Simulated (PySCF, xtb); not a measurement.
Ru(O)3(OH)2 (H2O5Ru), SMILES [O]=[Ru](=[O])(=[O])([OH])[OH], multiplicity 1.

GFN2-xTB run with xtb at its own geometry gives an orbital gap of 1.82 eV and a dipole moment of 2.78 D.

Coordinates come from a B3LYP-D3(BJ)/def2-SVP optimisation. The spin state was assumed, not searched. The def2 effective core potentials stand for the cores of Ru; spin–orbit coupling is left out. One conformer was computed; it need not be the lowest.

Problem. What does PBE0/def2-TZVP run with PySCF give? (The exact figures need the calculation; the answer reports its results.)

Solution. gap 3.78 eV (levels -9.53 and -5.75 eV), dipole 2.22 D.
